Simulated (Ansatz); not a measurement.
Program: Ansatz. Geometries: PBE0-D4/def2-TZVP. ΔE: electronic, gas phase. CBS: MP2 limit from def2 TZ/QZ plus the TZ coupled-cluster correction, frozen cores. DFT in def2-TZVPP. Elements past krypton have def2 core potentials. For Sn outer-core shells are correlated without core-valence functions, which leaves a few kJ/mol of doubt a bond. Each species was taken in one conformer, which may not be the lowest.

`[SiH3]B[CH2][SnH3]` + `[SiH3]S` → `[SiH3]BCS[SiH3]` + `[SnH4]`  (substitution at a C–Sn bond)

```json
{"species": "`[SiH3]B[CH2][SnH3]`", "PBE0-D4 energy (Eh)": "-571.94425"}
{"species": "`[SiH3]S`", "PBE0-D4 energy (Eh)": "-689.86552"}
{"species": "`[SiH3]BCS[SiH3]`", "PBE0-D4 energy (Eh)": "-1045.11568"}
{"species": "`[SnH4]`", "PBE0-D4 energy (Eh)": "-216.66696"}
```

Question: Work out ΔE.

Answer: ΔE = (-1045.11568) + (-216.66696) − (-571.94425) − (-689.86552) = 0.02713 Eh = +71.2 kJ/mol. CCSD(T)/CBS gives +82.9 kJ/mol.

Largest T1 diagnostic among the species: 0.013.

In def2-TZVPP, CCSD(T) changes the Hartree–Fock value by +21.4 kJ/mol (the triples alone add +2.7 kJ/mol) and MP2 by +27.8 kJ/mol.
